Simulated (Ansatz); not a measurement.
The pair A = CH4 (SMILES C) (first 5 atoms), B = C3H4 (SMILES C=C=C); geometry from B3LYP-D3(BJ)/def2-TZVP.
(charge 0, multiplicity 1):
```tsv
atom	x (Å)	y (Å)	z (Å)
C	-0.2044	-0.0443	-0.2907
H	0.3723	-0.0991	-1.2131
H	-0.7580	0.8937	-0.2666
H	-0.9021	-0.8802	-0.2516
H	0.4678	-0.0913	0.5644
C	1.4354	-0.0455	3.6549
C	0.1453	0.0317	3.5116
C	-1.1436	0.1089	3.3623
H	1.9338	-1.0022	3.7611
H	2.0539	0.8445	3.6736
H	-1.5950	0.0919	2.3772
H	-1.8056	0.1927	4.2164
```

Correlated levels freeze the cores. MP2 and its Hartree–Fock in aug-cc-pVTZ are density fitted.

Run with Ansatz (a program for electronic structure) with Gaussian orbitals. Values without a source in brackets are computed.

The counterpoise-corrected interaction energy is E(AB) − E(A in the pair's basis) − E(B in the pair's basis). Total energies (hartree):

```tsv
level	AB	A in the pair's basis	B in the pair's basis
HF/aug-cc-pVDZ	-156.0759330	-40.1998813	-115.8770860
MP2/aug-cc-pVDZ	-156.6513408	-40.3681678	-116.2818237
HF/aug-cc-pVTZ	-156.1196308	-40.2135954	-115.9070696
MP2/aug-cc-pVTZ	-156.8067648	-40.4145513	-116.3905810
CCSD(T)/aug-cc-pVDZ	-156.7301713	-40.3960024	-116.3329274
```

Task: Work out the counterpoise-corrected interaction energy at the basis-set limit: extrapolate the MP2 correlation part as X⁻³, take Hartree–Fock from the larger set, and add the CCSD(T) − MP2 difference of aug-cc-pVDZ.

Result: 
1. Differences (1 hartree = 627.509 kcal/mol): HF/aug-cc-pVDZ 0.649; MP2/aug-cc-pVDZ -0.847; HF/aug-cc-pVTZ 0.649; MP2/aug-cc-pVTZ -1.024; CCSD(T)/aug-cc-pVDZ -0.779.
2. Correlation parts, MP2 less HF: -1.496 in aug-cc-pVDZ (X = 2), -1.673 in aug-cc-pVTZ (X = 3).
3. Limit (3³·(-1.673) − 2³·(-1.496))/(3³ − 2³) = -1.748; with HF/aug-cc-pVTZ it gives -1.099.
4. CCSD(T) less MP2 in aug-cc-pVDZ: 0.068.
Result: -1.03 kcal/mol, against -0.85 at MP2/aug-cc-pVDZ. It is an estimate of this method's limit, not of the exact value.
